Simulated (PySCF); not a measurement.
**Two-component Hartree-Fock for Zr⁴⁺ (zirconium, charge +4)**

Start: [Kr]. Calculated with PySCF 2.14 in x2c-SVPall-2c: generalised Hartree-Fock with the X2C-1e Hamiltonian and a Gaussian nucleus; one run each with spin-orbit coupling (SO) switched off, then screened by Boettger's factors.

| spinor shell | electrons | ε, spin-free (eV) | ε, screened SO (eV) | weight of nominal j (screened SO) | rms radius, screened SO (bohr) |
| --- | --- | --- | --- | --- | --- |
| 1s1/2 | 2 | -18138.3 | -18137.6 | 1.000 | 0.0426 |
| 2s1/2 | 2 | -2621.8 | -2621.6 | 1.000 | 0.176 |
| 2p1/2 | 2 | -2337.3 | -2396.6 | 1.000 | 0.154 |
| 2p3/2 | 4 | -2337.3 | -2309.2 | 1.000 | 0.158 |
| 3s1/2 | 2 | -496.69 | -496.64 | 1.000 | 0.487 |
| 3p1/2 | 2 | -401.12 | -410.97 | 1.000 | 0.488 |
| 3p3/2 | 4 | -401.12 | -396.44 | 1.000 | 0.499 |
| 3d3/2 | 4 | -243.91 | -245.43 | 1.000 | 0.493 |
| 3d5/2 | 6 | -243.91 | -242.85 | 1.000 | 0.496 |
| 4s1/2 | 2 | -109.02 | -109.01 | 1.000 | 1.28 |
| 4p1/2 | 2 | -80.682 | -82.065 | 1.000 | 1.39 |

(1) Where does 4p3/2 lie, and what is the 4p spin-orbit splitting (screened SO)?

```
   quantity    spin-free  screened SO
E (hartree)  -3593.01220  -3593.34203
        M_J            0            0
       ⟨J²⟩        0.000        0.000
       ⟨L²⟩        0.000        0.006
       ⟨S²⟩        0.000        0.006
```

Breit and QED terms are absent; they matter most for the inner s and p1/2 levels.

Densities and radii are taken from the X2C orbitals without a picture-change correction, which distorts them close to the nucleus.

Without spin-orbit coupling the j labels of p, d and f shells carry no meaning; the spin-free column gives the mean over the occupied spinors of each nl shell.

## Answers

(1) At -80.021 eV, 2.044 eV above 4p1/2.
